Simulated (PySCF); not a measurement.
## Bismuth: highly charged ions in a basis for the neutral atom

Bi(13+) [Xe] 4f14 5d2, Bi(14+) [Xe] 4f14 5d1. All numbers are calculated (PySCF 2.14, a scalar-relativistic core potential, in aug-cc-pVDZ-PP with ECP60MDF). No spin-orbit coupling, so a gap to NIST mixes the basis error with missing relativistic terms.

Changed run: basis of the neutral atom used for a highly charged ion. This setting is unsound on purpose.

```tsv
species	method	sound run (hartree)	changed run (hartree)	converged
Bi(13+)	UHF	not run	-162.14781	yes
Bi(13+)	BP86	not run	-162.71107	yes
Bi(13+)	PBE0	not run	-162.61220	yes
Bi(14+)	UHF	not run	-152.96764	yes
Bi(14+)	BP86	not run	-153.49517	yes
Bi(14+)	PBE0	not run	-153.39602	yes
```

Ionisation energy of Bi(13+):

```
method  changed run (eV)  NIST (eV)
   UHF            249.81    252 ± 3
  BP86            250.78    252 ± 3
  PBE0            250.79    252 ± 3
```

The contracted functions were made for the neutral atom and can be too rigid for a highly charged ion.
